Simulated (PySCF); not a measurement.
C2H6BNO, SMILES C=CB(N)O.

Geometry optimised at r2SCAN-D4/def2-SVP. This is a generated structure with no PubChem entry under its InChIKey; it may be hypothetical. Other conformers were not sampled.

The numbers are results of PySCF with TDDFT-ωB97X/def2-SVPD, not measurements.

Vertical excitations. Gas-phase values at a fixed geometry.

| state | energy (eV) | λ (nm) | f | main pairs |
|---|---|---|---|---|
| S1 | 6.87 | 180 | 0.489 | HOMO→LUMO+1 95 % |
| S2 | 6.98 | 178 | 0.000 | HOMO−2→LUMO+1 97 % |
| S3 | 7.08 | 175 | 0.010 | HOMO−1→LUMO 46 %, HOMO→LUMO 40 % |
| S4 | 7.64 | 162 | 0.047 | HOMO−1→LUMO+1 93 % |
| S5 | 7.72 | 161 | 0.039 | HOMO→LUMO 33 %, HOMO−1→LUMO 31 %, HOMO→LUMO+2 25 % |
| S6 | 8.44 | 147 | 0.032 | HOMO−3→LUMO+1 35 %, HOMO−5→LUMO+1 26 %, HOMO→LUMO+3 13 % |
| S7 | 8.47 | 146 | 0.060 | HOMO−3→LUMO+1 19 %, HOMO→LUMO+2 16 %, HOMO−5→LUMO+1 13 %, HOMO→LUMO+3 10 % |
| S8 | 8.59 | 144 | 0.001 | HOMO→LUMO+2 27 %, HOMO→LUMO+3 19 %, HOMO→LUMO+4 10 %, HOMO→LUMO 10 % |
| S9 | 8.90 | 139 | 0.004 | HOMO−1→LUMO+3 31 %, HOMO→LUMO+3 23 %, HOMO→LUMO+4 23 % |
| S10 | 9.04 | 137 | 0.003 | HOMO→LUMO+5 25 %, HOMO−1→LUMO+2 20 %, HOMO−1→LUMO+5 12 %, HOMO−1→LUMO+4 8 % |
| T1 | 4.07 | 305 | 0 | HOMO→LUMO+1 84 % |
| T2 | 6.40 | 194 | 0 | HOMO−2→LUMO+1 97 % |
| T3 | 6.69 | 185 | 0 | HOMO−1→LUMO+1 77 % |
| T4 | 6.93 | 179 | 0 | HOMO−1→LUMO 50 %, HOMO→LUMO 33 % |
Triplets are in the Tamm–Dancoff approximation, which puts them higher than full response would, so one can lie above its singlet here.
